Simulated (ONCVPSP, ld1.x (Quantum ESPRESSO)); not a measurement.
## Potentials for Ga compared

Generated with ld1.x 7.5 (TM, RRKJ, ultrasoft, PAW), atompaw 4.2 or ONCVPSP 4.0.1. The cutoff is in Ry: for ld1.x and atompaw files where the sum of valence levels is converged to 10 mRy in a Bessel basis, for ONCV files where the hardest occupied wave has 1 mHa per electron of residual kinetic energy. The error is the largest all-electron minus pseudo excitation energy over each file’s own four to seven test configurations (ionisations up to +4, promotions, holes and added fractions of an electron), all of which were solved. The labels leave out finer settings (local radius, basis sizes, second energies), which also bear on the numbers. Spin-polarised tests are not counted. The rows are a selection from randomly drawn settings: files with unsolved tests, undetermined cutoffs or missed reference levels are left out.

A true bound ghost makes a file unfit for plane-wave use even where its test errors are small: the radial tests pick states by their node count and pass the ghost by.

```tsv
potential	cutoff (Ry)	largest error (meV)	bound ghosts
ONCV, PBE, scalar-relativistic, rc 1.65/1.35/0.85 (spd), local smoothed, core correction yes, reference 3d10 4s1, qcut 2.6/5.3/16.1, projectors 2/2/3	246	+100	s
ONCV, PBE, scalar-relativistic, rc 1.25/1.20/1.05 (spd), local d, core correction no, reference 3s2 3p6 3d10 4s2 4p0.75, qcut 7.7/14.4/13.8, projectors 2/2/0	175	-1.2	none
ONCV, PBE, scalar-relativistic, rc 1.75/2.45 (sp), local smoothed, core correction yes, reference 4s1 4p2, qcut 3/3.8, projectors 2/2	51	-400	none
PAW, LDA (PZ), scalar-relativistic, rc 2.25/2.60/2.15 (spd), local smoothed, core correction yes, reference 4s2 4p1	6	-203	none
```

Fill in the row for Ga: ONCV, LDA (Perdew-Wang 92), scalar-relativistic, rc 1.80/2.10 (sp), local smoothed, core correction no, reference 4s1.5 4p1.5, qcut 4.2/4.3, projectors 2/3.

cutoff 15 Ry, largest error +106 meV, bound ghosts: p.

Fill in the row for Ga: ultrasoft, PBE, scalar-relativistic, rc 1.80/2.45/2.10 (spd), local smoothed, core correction no, reference 4s2 4p1.

cutoff 8 Ry, largest error +85 meV, bound ghosts: none.
